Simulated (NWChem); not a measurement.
# CH₃ClOZr; SMILES [O]=[Zr]([CH3])[Cl]

def2 effective core potentials on Zr; no spin-orbit coupling.

Task: Give the equilibrium geometry at PBE0/def2-SVP with def2 effective core potentials on Zr (NWChem) as an XYZ file, with the point group.

Result: point group C1; any orientation.
```
7

Zr     0.1379     0.2609    -0.2143
O      1.3983     1.0512     0.6716
Cl     0.0635    -2.0995     0.1400
C     -1.7445     1.2635     0.4270
H     -2.6445     0.8872    -0.0928
H     -1.6957     2.3603     0.2976
H     -1.8955     1.0926     1.5088
```
